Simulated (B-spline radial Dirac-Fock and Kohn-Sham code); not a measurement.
**Yb 4f7/2: cross section and angular parameters**

System: neutral ytterbium in the configuration [Xe] 4f14 6s2; threshold 8.86 eV (orbital energy of the model). Level of theory: Dirac-Hartree-Slater photoionisation with a Latter tail; cross sections with all multipoles, angular parameters from the dipole term and its interference with E2; an atomic code on a B-spline grid.

Input of the calculation (task.json; shells as n, l, electrons):

```json
{"items": [{
  "Z": 70,
  "q": 0,
  "cfg": [[1, 0, 2], [2, 0, 2], [2, 1, 6], [3, 0, 2], [3, 1, 6], [3, 2, 10], [4, 0, 2], [4, 1, 6], [4, 2, 10], [4, 3, 14], [5, 0, 2], [5, 1, 6], [6, 0, 2]],
  "A": 174,
  "rrms": 5.3108,
  "do": "xps",
  "hv": [55.1, 59.9, 60, 68.6, 73.8, 111.0, 200, 240.0, 252.0, 264.0, 300, 393.0, 622.0, 707.0, 756.0, 1000, 1170.0, 1253.6, 1590.0, 1930.0, 2810.0, 2984.4, 3180.0, 4060.0, 5414.7, 6070.0, 6330.0, 6930.0, 10500.0, 15000],
  "edges": {"K": 61332.0, "L1": 10486.0, "L2": 9978.0, "L3": 8944.0, "M1": 2398.0, "M2": 2173.0, "M3": 1950.0, "M4": 1576.0, "M5": 1528.0, "N1": 480.5, "N2": 388.7, "N3": 339.7, "N4": 191.2, "N5": 182.4}
}]}
```

Command: `python xray2_run.py task.json out`

```
hν (eV)   σ (kb)      β      γ      δ
   55.1     3140  0.612  0.007  0.010
   59.9        ?      ?      ?      ?
     60     3370  0.553  0.007  0.010
   68.6     3730  0.476  0.006  0.011
   73.8     3910  0.442  0.006  0.012
    111     4410  0.341  0.006  0.016
    200     3610  0.420  0.010  0.022
    240     3080  0.484  0.012  0.025
    252     2920  0.503  0.013  0.025
    264     2770  0.522  0.014  0.026
    300     2350  0.577  0.017  0.028
    393     1520  0.700  0.026  0.034
    622      557  0.897  0.067  0.047
    707      400  0.941  0.089  0.053
    756      334  0.962  0.102  0.055
   1000      149  1.028  0.180  0.070
   1170     92.1  1.049  0.239  0.079
 1253.6     73.9  1.055  0.269  0.084
   1590     33.8  1.056  0.386  0.103
   1930     17.3  1.039  0.497  0.121
   2810     4.41  0.968  0.732  0.166
 2984.4     3.52  0.953  0.771  0.175
   3180     2.76  0.936  0.812  0.185
   4060     1.07  0.867  0.968  0.230
 5414.7    0.334  0.780  1.149  0.298
   6070    0.208  0.745  1.218  0.330
   6330    0.175  0.733  1.243  0.342
   6930    0.119  0.706  1.296  0.370
  10500   0.0197  0.585  1.517  0.525
  15000  0.00392  0.485  1.663  0.700
```

**Question.** Give the values at 59.9 eV.

**Answer.** σ = 3370 kb, β = 0.554, γ = 0.007, δ = 0.010.
